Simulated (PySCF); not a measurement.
# Steps of a relaxation of CeF3(H2O)

CeF3(H2O) (singlet in the valence; each metal's 4f electrons, 1 of them, lie in its core potential, out of spins and levels). PySCF 2.14.0, RKS PBE0, Ce lcecp-1-SVP with ECP47, F def2-SVP, O def2-SVP, H def2-SVP; non-relativistic Hamiltonian with scalar-relativistic core potentials where named; density fitting; no spin-orbit coupling. Origin of the start: template. Columns: position (Å) and force (eV/Å). Energies are counted from the last step; some of the 10 steps are shown. Forces carry noise of the integration grid, about 0.01 to 0.03 eV/Å.

Run from Python with OMP_NUM_THREADS=2. Where DIIS fails, smearing, a level shift and second-order steps follow.
It took 60 s on 2 threads of Arm Neoverse V1 (shared host), from the converged density of the start.

```xyz
7
step 0  E = 0.170 eV
Ce    0.0155   -0.0155    0.0155     0.99   -0.98    0.98
F     1.2705    1.2395    1.2705    -0.67   -0.42   -0.64
F    -1.2395   -1.2705    1.2705     0.45    0.65   -0.65
F     1.2705   -1.2705   -1.2395    -0.67    0.64    0.42
O    -1.4553    1.4553   -1.4553    -0.28    0.28   -0.28
H    -1.7959    2.3404   -1.2515     0.08   -0.17    0.00
H    -1.7959    1.2515   -2.3404     0.08    0.00    0.17
```

```xyz
7
step 3  E = 0.019 eV
Ce    0.0719   -0.0663    0.0663     0.05   -0.04    0.04
F     1.2052    1.2896    1.2260     0.06    0.17    0.07
F    -1.2708   -1.2183    1.2183    -0.17   -0.07    0.07
F     1.2052   -1.2260   -1.2896     0.06   -0.07   -0.17
O    -1.4193    1.4294   -1.4294     0.03   -0.02    0.02
H    -1.7611    2.3060   -1.2157    -0.01    0.03   -0.01
H    -1.7611    1.2157   -2.3060    -0.01    0.01   -0.03
```

```xyz
7
step 6  E = 0.001 eV
Ce    0.1017   -0.0969    0.0969    -0.03    0.02   -0.02
F     1.1724    1.3671    1.2040     0.01    0.02    0.01
F    -1.3342   -1.2017    1.2017    -0.02   -0.01    0.01
F     1.1724   -1.2040   -1.3671     0.01   -0.01   -0.02
O    -1.3863    1.4000   -1.4000     0.01    0.00    0.00
H    -1.7280    2.2778   -1.1880     0.01   -0.01    0.01
H    -1.7280    1.1880   -2.2778     0.01   -0.01    0.01
```

Q: Where does the relaxation end?

A: It converges at step 9 in Cs:
```xyz
7
step 9  E = 0
Ce    0.0994   -0.1007    0.1007
F     1.1592    1.3864    1.1920
F    -1.3468   -1.2004    1.2004
F     1.1592   -1.1920   -1.3864
O    -1.3763    1.3895   -1.3895
H    -1.7124    2.2694   -1.1779
H    -1.7124    1.1779   -2.2694
```

Q: How did the contacts change?

A: 
| contact | start (Å) | end (Å) |
| --- | --- | --- |
| Ce1–F2 (F) | 2.174 | 2.127 |
| Ce1–F3 (F) | 2.174 | 2.124 |
| Ce1–F4 (F) | 2.174 | 2.127 |
| Ce1–O5 (H2O) | 2.548 | 2.573 |


An lcecp potential fixes the number of 4f electrons, so in runs with it no electron can move into or out of that shell.
